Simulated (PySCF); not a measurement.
hydrogen selenide (H2Se), singlet, at a GFN2-xTB geometry; PySCF with DF-R2SCAN/cc-pVTZ.

The PySCF input:
```python
from pyscf import gto, scf, dft

mol = gto.Mole()
mol.atom = '''
    Se   -0.002122    0.055731   -0.001401
    H    -0.991565   -0.986707    0.017580
    H     1.063712   -0.908138    0.030069
'''
mol.basis = 'cc-pvtz'
mol.charge = 0
mol.spin = 0
mol.verbose = 4
mol.build()

mf = dft.RKS(mol)
mf.xc = 'r2scan'
mf = mf.density_fit(auxbasis='def2-universal-jkfit')
mf.kernel()
```

The log (banner, timings and long lists left out):

```
PySCF version 2.14.0

[INPUT] verbose = 4
[INPUT] num. atoms = 3
[INPUT] num. electrons = 36
[INPUT] charge = 0
[INPUT] spin (= nelec alpha-beta = 2S) = 0
[INPUT] symmetry False subgroup None
[INPUT] Mole.unit = angstrom
[INPUT] Symbol           X                Y                Z      unit          X                Y                Z       unit  Magmom
[INPUT]  1 Se    -0.002122000000   0.055731000000  -0.001401000000 AA   -0.004009998836   0.105316326648  -0.002647506301 Bohr   0.0
[INPUT]  2 H     -0.991565000000  -0.986707000000   0.017580000000 AA   -1.873786284704  -1.864605995191   0.033221385270 Bohr   0.0
[INPUT]  3 H      1.063712000000  -0.908138000000   0.030069000000 AA    2.010124355413  -1.716132103310   0.056822174840 Bohr   0.0

nuclear repulsion = 25.291909656863
number of shells = 22
number of NR pGTOs = 143
number of NR cGTOs = 71
basis = cc-pvtz
ecp = {}

******** <class 'pyscf.df.df_jk.DFRKS'> ********
method = DFRKS
initial guess = minao
damping factor = 0
level_shift factor = 0
DIIS = <class 'pyscf.scf.diis.CDIIS'>
diis_start_cycle = 1
diis_space = 8
diis_damp = 0
SCF conv_tol = 1e-09
SCF conv_tol_grad = None
SCF max_cycles = 50
direct_scf = False
XC library pyscf.dft.libxc version 7.1.2
    S. Lehtola, C. Steigemann, M. J. T. Oliveira, and M. A. L. Marques,  SoftwareX 7, 1–5 (2018)
XC functionals = r2scan
    J. W. Furness, A. D. Kaplan, J. Ning, J. P. Perdew, and J. Sun,  J. Phys. Chem. Lett. 11, 8208–8215 (2020)
    J. W. Furness, A. D. Kaplan, J. Ning, J. P. Perdew, and J. Sun,  J. Phys. Chem. Lett. 11, 9248–9248 (2020)
    J. W. Furness, A. D. Kaplan, J. Ning, J. P. Perdew, and J. Sun,  J. Phys. Chem. Lett. 11, 8208–8215 (2020)
    J. W. Furness, A. D. Kaplan, J. Ning, J. P. Perdew, and J. Sun,  J. Phys. Chem. Lett. 11, 9248–9248 (2020)
radial grids:
    Treutler-Ahlrichs [JCP 102, 346 (1995); DOI:10.1063/1.469408] (M4) radial grids

becke partition: Becke, JCP 88, 2547 (1988); DOI:10.1063/1.454033
pruning grids: <function nwchem_prune>
grids dens level: 3
symmetrized grids: False
atomic radii adjust function: <function treutler_atomic_radii_adjust>
small_rho_cutoff = 0
Set gradient conv threshold to 3.16228e-05
Initial guess from minao.
tot grids = 40040
init E= -2401.88336374571
  HOMO = -0.272678829463265  LUMO = -0.0383209293804647  gap/eV = 6.37720
cycle= 1 E= -2402.77176466813  delta_E= -0.888  |g|= 0.216  |ddm|= 1.32
  HOMO = -0.209375419472443  LUMO = -0.00351559489809006  gap/eV = 5.60173
cycle= 2 E= -2402.77546197412  delta_E= -0.0037  |g|= 0.114  |ddm|= 0.318
  HOMO = -0.230416862030593  LUMO = -0.0141540861000573  gap/eV = 5.88481
cycle= 3 E= -2402.7783906687  delta_E= -0.00293  |g|= 0.0397  |ddm|= 0.14
  HOMO = -0.227742187611537  LUMO = -0.0128406163921877  gap/eV = 5.84777
cycle= 4 E= -2402.77885125286  delta_E= -0.000461  |g|= 0.00276  |ddm|= 0.0322
  HOMO = -0.228671754857712  LUMO = -0.0133845040164591  gap/eV = 5.85826
cycle= 5 E= -2402.77885235645  delta_E= -1.1e-06  |g|= 0.00113  |ddm|= 0.00266
  HOMO = -0.22849804038228  LUMO = -0.013284950111812  gap/eV = 5.85625
cycle= 6 E= -2402.77885265258  delta_E= -2.96e-07  |g|= 9.86e-05  |ddm|= 0.00081
  HOMO = -0.22851183397926  LUMO = -0.0132920012956443  gap/eV = 5.85643
cycle= 7 E= -2402.77885265537  delta_E= -2.8e-09  |g|= 4.14e-06  |ddm|= 0.000105
  HOMO = -0.228512549595691  LUMO = -0.0132922728836773  gap/eV = 5.85644
cycle= 8 E= -2402.77885265539  delta_E= -1.96e-11  |g|= 4.28e-07  |ddm|= 8.86e-06
  HOMO = -0.228512541156925  LUMO = -0.0132922403457325  gap/eV = 5.85644
Extra cycle  E= -2402.77885265538  delta_E= 1.32e-11  |g|= 1.82e-07  |ddm|= 7.75e-07
converged SCF energy = -2402.77885265538
```
